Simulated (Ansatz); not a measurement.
Isomers of Mg₃O₃⁺ (doublet), relaxed with r2SCAN-D4/def2-SVP; total energies from Ansatz at PBE0-D4/def2-TZVP.

```
isomer                                               description  energy (Eh)
     A   point group Cs; 7 × Mg–O 1.94 to 2.03 Å; 1 × O–O 1.54 Å   -825.26646
     B                  point group C2v; 7 × Mg–O 1.87 to 1.96 Å   -825.29520
     C  point group C2v; 8 × Mg–O 1.83 to 2.12 Å; 1 × O–O 1.57 Å   -825.26407
     D   point group Cs; 7 × Mg–O 2.00 to 2.46 Å; 2 × O–O 1.47 Å   -825.14438
     E                  point group C2v; 6 × Mg–O 1.78 to 1.95 Å   -825.26940
```

The isomers come from a short search, and lower ones may exist.

Problem. Work out the relative energies (1 Eh = 2625.5 kJ/mol) and the Boltzmann populations at 800 K from electronic energies alone (R = 8.314 J/mol/K).

Solution. ΔE: A 75.5, B 0.0, C 81.7, D 396.0, E 67.7 kJ/mol. RT = 6.65 kJ/mol. Factors exp(−ΔE/RT): A 1.17e-05, B 1, C 4.62e-06, D 1.37e-26, E 3.79e-05; sum 1.000. Populations: A 0.0 %, B 100.0 %, C 0.0 %, D 0.0 %, E 0.0 %. Zero-point energy, vibrational entropy and symmetry numbers are left out and can shift these; an error of 4 kJ/mol changes a ratio by a factor of 1.8. Over the other density-functional and correlated levels in def2 sets, the gap between B and E ranges from 25 to 99 kJ/mol.
